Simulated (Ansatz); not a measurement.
Geometry optimisation, Ansatz 0.2.0, UHF/6-31G*.

The input (input.yaml):

```yaml
crystal:
  periodic: [false, false, false]
  atoms:
    - { symbol: Si, position_ang: [-0.244942, 0.490467, -0.377659] }
    - { symbol: "N", position_ang: [0.788282, 1.592424, 0.566761] }
    - { symbol: "N", position_ang: [0.877666, 0.166072, -1.624985] }
    - { symbol: H, position_ang: [1.670261, 0.760333, -1.439969] }
    - { symbol: H, position_ang: [-1.423534, 1.295631, -0.761535] }
    - { symbol: Si, position_ang: [-1.022437, -1.457315, 0.704011] }
    - { symbol: H, position_ang: [0.351092, 2.326616, 1.086332] }
    - { symbol: H, position_ang: [1.523206, 1.19068, 1.11488] }
    - { symbol: H, position_ang: [1.075441, -0.677874, -2.112085] }
    - { symbol: H, position_ang: [-2.005511, -1.117255, 1.757971] }
    - { symbol: H, position_ang: [0.092588, -2.196149, 1.342037] }
    - { symbol: H, position_ang: [-1.681913, -2.37363, -0.255559] }
magnetization:
  spin_polarized: true
basis:
  gaussian: { orbitals: "6-31G*" }
hamiltonian:
  xc: hf
relax:
  f_tol: 0.03
  max_steps: 50
```

Run as:

```bash
$ ansatz run input.yaml --threads 2 --pin off --max-ram 3072MiB --backend cpu --events-out ev --progress --plain --runs-dir out
```

Q: Where does it end, and by what steps?

A: The forces met the threshold. After 11 steps the energy has fallen by 0.282 eV; H4 moved furthest, 0.60 Å.

| step | energy less start (eV) | largest force component (eV/Å) | accepted |
| --- | --- | --- | --- |
| 0 | 0.0000 | 0.930 | yes |
| 1 | -0.1385 | 0.819 | yes |
| 2 | -0.1258 | 0.983 | no |
| 3 | -0.2087 | 0.683 | yes |
| 4 | -0.2426 | 0.209 | yes |
| 5 | -0.2403 | 1.230 | no |
| 6 | -0.2650 | 0.144 | yes |
| 7 | -0.2709 | 0.596 | yes |
| 8 | -0.2808 | 0.059 | yes |
| 9 | -0.2770 | 0.206 | no |
| 10 | -0.2819 | 0.036 | yes |
| 11 | -0.2823 | 0.030 | yes |

```xyz
12
Properties=species:S:1:pos:R:3
Si -0.118 0.535 -0.289
N 0.732 1.587 0.777
N 0.984 0.035 -1.516
H 1.522 0.713 -2.015
H -1.266 1.357 -0.746
Si -0.976 -1.437 0.674
H 0.278 2.362 1.209
H 1.541 1.295 1.282
H 0.830 -0.786 -2.062
H -2.100 -1.131 1.591
H 0.056 -2.157 1.457
H -1.483 -2.373 -0.360
```

Whether the end is a true minimum wasn't checked by a vibrational analysis.

Run time: 15 s on 2 threads of AMD EPYC 7B13 (Zen 3), with other jobs on the host, peak memory 0.22 GiB.
